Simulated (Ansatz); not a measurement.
Job for Ansatz (a program for electronic structure): R-RI-MP2/def2-QZVPP on silylarsine (SMILES [SiH3][AsH2]), a point of a torsion scan. Files ending in .json are basis or fitting sets from the Basis Set Exchange. The run froze 19 orbitals, filled d shells among them.

Ansatz 0.2 input:
```yaml
crystal:
  periodic: [false, false, false]
  atoms:
    - {symbol: Si, position_ang: [-0.82763141, 0.06361406, -0.02778748]}
    - {symbol: As, position_ang: [1.49381867, -0.03069401, -0.02616747]}
    - {symbol: H, position_ang: [-1.48314973, -0.87479953, -0.94643288]}
    - {symbol: H, position_ang: [-1.27830246, 1.41631744, -0.37823554]}
    - {symbol: H, position_ang: [-1.32731790, -0.23681949, 1.32098101]}
    - {symbol: H, position_ang: [1.57438545, 0.31760144, -1.48445269]}
    - {symbol: H, position_ang: [1.51147189, -1.48774597, -0.38580751]}
basis:
  gaussian:
    orbitals: def2-QZVPP.json
    fitting: {mean_field: def2-universal-JKFIT, correlation: def2-QZVPP-RIFIT.json}
magnetization: {spin_polarized: false}
correlation: {method: mp2, electrons: outside_noble_gas}
scf: {lower_state_search: off}
```

Output:

```
WARN ansatz: RAYON_NUM_THREADS=1 ignored (pool sized by the plan → 1); use --threads N
Functional definition: HF
these checks for a lower state are left out or cut short: stability, starts, cluster_reference, orbital_swaps, neighbouring_geometries, increment
integrals: 0.39 GiB planned
484 factors; integrals over basis functions are off by at most 2.7e0 eV
mean field: 0.62 GiB planned
mean field evaluation 1: about -68737.7337 eV, gradient 1.3e1 eV
mean field evaluation 2: about -68738.6369 eV, gradient 4.0e0 eV
mean field evaluation 4: about -68738.7586 eV, gradient 4.1e-1 eV
mean field -68738.75936889 eV, -2526.1028140021 hartree, gradient 1.4e-6 eV, S^2 0.000000; 0 other end points of the search recorded, 0 dependent functions left out
19 core orbitals not correlated
745 factors; their error is unknown
reference -68738.75936889 eV, -2526.1028140021 hartree; 7, 7 occupied and 283, 283 virtual orbitals, 745 factors
second order -8.16650393 eV of doubles, -0.00000000 eV of singles
Total energy: -68746.92587282 eV, -2526.4029274861 hartree
Checks for a lower state left out: stability, starts, cluster_reference, orbital_swaps, neighbouring_geometries, increment
```

The run converged.

Cost: about 4 core-seconds (a rough figure).
